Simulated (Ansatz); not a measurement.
One change: `CC1=C(F)[SiH]1F` becomes `CC1=C[SiH]1F`.

Ansatz, PBE0-D4/def2-TZVP geometries, multiplicity 1. 

| property | `CC1=C(F)[SiH]1F` |
| --- | --- |
| HOMO energy (PBE/def2-TZVPP) / eV | -6.84 |
| LUMO energy (PBE0/def2-TZVPP) / eV | 0.01 |
| HOMO–LUMO gap (ωB97M-V/def2-TZVPP) / eV | 12.21 |
| size of the dipole moment (B3LYP/def2-TZVPP) / D | 1.92 |
| HOMO energy (B3LYP/def2-TZVPP) / eV | -7.89 |
| HOMO–LUMO gap (PBE0/def2-TZVPP) / eV | 8.15 |

(1) What does the change do to each property? (Estimate.)

## Answers

(1) The calculation gave: 
```
                                        property  `CC1=C[SiH]1F`  shift
               HOMO energy (PBE/def2-TZVPP) / eV           -6.26   0.58
              LUMO energy (PBE0/def2-TZVPP) / eV           -0.19  -0.20
         HOMO–LUMO gap (ωB97M-V/def2-TZVPP) / eV           11.62  -0.59
size of the dipole moment (B3LYP/def2-TZVPP) / D            1.85  -0.07
             HOMO energy (B3LYP/def2-TZVPP) / eV           -7.31   0.58
            HOMO–LUMO gap (PBE0/def2-TZVPP) / eV            7.32  -0.83
```

With PBE0 the HOMO rises by 0.63 eV and the LUMO falls by 0.20 eV, so the gap narrows by about 0.83 eV. PBE moves the HOMO by 0.58 eV and ωB97M-V by 0.64 eV. Dipoles are sizes alone; their direction can turn.

B3LYP here is the variant with VWN-RPA as its local correlation; programs differ in this.
